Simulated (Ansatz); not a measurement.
SiW₃, relaxed as a singlet with RKS PBE-D4/def2-SVP in Ansatz, starting from the GFN1-xTB geometry. Force threshold 0.02 eV/Å.

In the def2 sets W takes a core potential; there is no spin–orbit coupling. The restricted singlet is unstable towards broken spin symmetry in Hartree–Fock (as tested in another run); at PBE-D4/def2-SVP this wasn't settled. Another isomer (singlet) lies 1.56 eV lower at PBE0-D4/def2-TZVP; other spin states weren't run for this one.

Start:

```xyz
4

W    -0.775    1.125   -0.766
W     0.820   -1.077    0.788
W    -1.215   -1.385   -0.716
Si    1.170    1.337    0.694
```

(1) Estimate the energy that the relaxation releases and the steps that it takes.

(2) Does the start keep its bonding and symmetry?

(3) Predict the relaxed structure.

Answers

(1) 46.8 kcal/mol, in 5 steps; 6.5 s on 4 threads of Arm Neoverse V2 on a shared host. No frequencies were taken in this run, so the end may be a saddle point.

(2) By distances, no bond broke or formed. The bond that changes most is W1–W2, from 3.13 to 2.82 Å (atoms count from 1). Point group C2v at the start, C2v at the end, both within 0.05 Å.

(3) 
| atom | x (Å) | y (Å) | z (Å) |
| --- | --- | --- | --- |
| W1 | -0.742 | 0.963 | -0.714 |
| W2 | 0.693 | -1.020 | 0.684 |
| W3 | -1.092 | -1.245 | -0.645 |
| Si4 | 1.141 | 1.302 | 0.675 |
Bond lengths (bridged metal pairs left out): 3 × W–W 2.24 to 2.82 Å; 2 × Si–W 2.37 Å.
